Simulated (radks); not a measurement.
Spin polarisation of the 4f5 shell in Pm+. Start: [Xe] 4f(up 2.5, down 2.5) 6s(up 0.5, down 0.5); electrons of 4f are moved from spin down to spin up, other shells keep equal spins. Method: non-relativistic Kohn-Sham, r2SCAN, spin-polarised, spherical densities, point nucleus; meta-GGA in the generalised Kohn-Sham scheme; computed with a radial shooting solver on a logarithmic mesh with Libxc functionals.

moment (Bohr magnetons),E - E(0) (eV),e(4f up) (eV),e(4f down) (eV),6s down minus up (eV),5p down minus up (eV),5s down minus up (eV)
0,0.000,-10.819,-10.819,0.000,0.000,0.000
1,-0.239,-11.271,-10.316,0.061,0.355,0.463
2,-0.954,-11.671,-9.764,0.123,0.712,0.928
3,-2.145,-12.017,-9.161,0.186,1.075,1.398
4,-3.809,-12.304,-8.505,0.249,1.444,1.876

At moment 4 the spin-polarisation energy is -3.809 eV and the 4f exchange splitting 3.799 eV, that is 0.950 eV per Bohr magneton; E = -I m^2/4 would give I = 0.952 eV.
